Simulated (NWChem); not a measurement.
System: silacyclobutane (C3H8Si); SMILES C1C[SiH2]C1

The following NWChem deck was run.

```
start job
memory heap 200 mb stack 900 mb global 1100 mb
geometry units angstroms noautoz
  C     -0.193860     1.339546     0.000000
  C      0.157989     0.415774    -1.198197
  Si    -0.069254    -1.038008     0.000000
  C      0.157989     0.415774     1.198197
  H      0.319738     2.316025     0.000000
  H     -1.276119     1.550264     0.000000
  H      1.217217     0.521340    -1.484969
  H     -0.457230     0.525718    -2.102274
  H     -1.456338    -1.600584     0.000000
  H      0.902113    -2.177955     0.000000
  H      1.217217     0.521340     1.484969
  H     -0.457230     0.525718     2.102274
end
basis spherical
  C library 6-31g*
  Si library 6-31g*
  H library 6-31g*
end
dft
  xc becke97-d
  disp vdw 2
  iterations 150
  mulliken
end
task dft energy
```

Geometry: optimised at PBE0/def2-SVP.

Problem. Predict the main results of this run. (B97-D/6-31G* (spherical d).) Quantities: energy (Ha); highest occupied level (eV); orbital gap (eV); dipole (D).

Solution. The energy (Ha) is -408.48 and the highest occupied level (eV) is -6.41. The orbital gap (eV) is 6.59 and the dipole (D) comes out as 0.64.
